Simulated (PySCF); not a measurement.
2-silylpropan-2-ol (C3H10OSi), SMILES CC(C)(O)[SiH3]. Heavy atoms are numbered as in [CH3:1][C:2]([CH3:3])([OH:4])[SiH3:5]. Hydrogens are named by the atom that carries them.

The structure is a stationary point at B3LYP-D3(BJ)/def2-SVP. One conformer was computed; it need not be the lowest.

These are B3LYP/pcSseg-1 (PySCF) values and carry that method's errors.

GIAO shieldings, no solvent; atoms alike by connectivity are averaged. δ = σ(ref) − σ: ¹³C against TMS (σ = 181.3 ppm); ¹⁷O against H2O (σ = 333.8 ppm); ²⁹Si against TMS (σ = 338.7 ppm); ¹H against TMS (σ = 31.68 ppm), references at their B3LYP-D3(BJ)/def2-TZVP geometries, non-relativistic.

```
atoms       nucleus  count  δ (ppm)
----------  -------  -----  -------
C2              ¹³C      1     68.6
C1 (CH3)        ¹³C      2        …
O4 (OH)         ¹⁷O      1        …
Si5 (SiH3)     ²⁹Si      1    -51.7
H on Si5         ¹H      3     4.08
H on C1          ¹H      6     1.60
H on O4          ¹H      1        …
```

### Question
Some entries are withheld; supply them. (An estimate is asked for; the answer gives what the named calculation found.)

### Answer

- H on O4, δ (ppm): -0.03
- O4 (OH), δ (ppm): 91.6
- C1 (CH3), δ (ppm): 34.3
